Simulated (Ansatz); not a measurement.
H4HfO4, triplet, at a GFN2-xTB geometry (such geometries of metal compounds can be far from the true shape) (the multiplicity is a formal guess) (core potentials on Hf); CAM-B3LYP/def2-SVP (Ansatz, a first-principles code).

The Ansatz input:
Ansatz 0.2 input:
```yaml
crystal:
  periodic: [false, false, false]
  atoms:
    - {symbol: Hf, position_ang: [-0.00436919, 0.00953251, 0.00444507]}
    - {symbol: O, position_ang: [1.76207235, 0.66863240, -0.22038935]}
    - {symbol: H, position_ang: [1.81315123, 1.21488920, -1.01269358]}
    - {symbol: O, position_ang: [0.24472185, -0.53589057, 1.81917282]}
    - {symbol: H, position_ang: [1.19828968, -0.41172282, 1.91245785]}
    - {symbol: O, position_ang: [-0.37330308, 0.81642367, -1.68835850]}
    - {symbol: H, position_ang: [-1.15387611, 0.31482316, -1.95764276]}
    - {symbol: O, position_ang: [-1.60681486, -1.00736662, 0.06243549]}
    - {symbol: H, position_ang: [-1.75639317, -1.33872154, 0.95494980]}
basis:
  gaussian:
    orbitals: def2-SVP
hamiltonian:
  xc: cam_b3lyp
magnetization: {spin_polarized: true, initial_magnetization: 2}
accuracy: high
```

What does Ansatz print? Leave out banner, timings and long lists.


```
Functional definition: CAM-B3LYP
2523 factors; integrals over basis functions are off by at most 3.8e-8 eV
507 factors; integrals over basis functions are off by at most 2.3e-9 eV
mean field evaluation 1: about -9536.2244 eV, gradient 6.0e1 eV
mean field evaluation 2: about -9515.5959 eV, gradient 9.4e1 eV
mean field evaluation 4: about -9548.9743 eV, gradient 3.4e0 eV
mean field evaluation 8: about -9549.2147 eV, gradient 1.1e0 eV
mean field evaluation 16: about -9549.2778 eV, gradient 4.8e-2 eV
mean field evaluation 32: about -9549.2778 eV, gradient 6.5e-5 eV
mean field evaluation 64: about -9548.8483 eV, gradient 7.6e0 eV
mean field -9549.27784879 eV, -350.9294882100 hartree, gradient 5.7e-8 eV, S^2 2.006698; 5 other end points of the search recorded, 0 dependent functions left out
reference -9549.27786854 eV, -350.9294889358 hartree; 25, 23 occupied and 83, 85 virtual orbitals, 2523 factors
Total energy: -9549.27786854 eV, -350.9294889358 hartree
```
